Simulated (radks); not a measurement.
Results of a calculation; reference values are marked as such.
Question: Yb2+, 68 electrons, occupied as [Xe] 4f13 5d1 (not the ground configuration). Code: a radial shooting solver on a logarithmic mesh with Libxc functionals. Model: Dirac Kohn-Sham, PBE, spin-unpolarised, spherical densities, point nucleus; open shells are shared between the two j in proportion to 2j + 1. Some entries of the table are withheld. Estimate them.

orbital,occ.,eigenvalue (eV),<1/r> (bohr^-1)
1s1/2,2,-61190.21,80.67
2s1/2,2,-10378.93,19.47
2p1/2,2,-9899.368,(1)
2p3/2,4,-8852.296,(2)
3s1/2,2,-2356.923,7.136
3p1/2,2,-2145.578,7.050
3p3/2,4,-1923.353,6.345
3d3/2,4,-1564.162,(3)
3d5/2,6,-1515.625,(4)
4s1/2,2,-481.5874,(5)
4p1/2,2,-396.0772,2.878
4p3/2,4,-345.6524,2.633
4d3/2,4,-205.1098,(6)
4d5/2,6,-195.9066,(7)
5s1/2,2,-73.7933,1.122
5p1/2,2,-50.1907,0.9894
5p3/2,4,-43.6987,0.9038
4f5/2,5.57143,-24.9158,1.803
4f7/2,7.42857,-23.5230,1.773
5d3/2,0.4,-15.3599,0.5750
5d5/2,0.6,-14.9079,0.5580

Answer: 
(1) 2p1/2 <1/r> (bohr^-1): 19.44
(2) 2p3/2 <1/r> (bohr^-1): 16.69
(3) 3d3/2 <1/r> (bohr^-1): 6.233
(4) 3d5/2 <1/r> (bohr^-1): 6.062
(5) 4s1/2 <1/r> (bohr^-1): 2.988
(6) 4d3/2 <1/r> (bohr^-1): 2.412
(7) 4d5/2 <1/r> (bohr^-1): 2.352
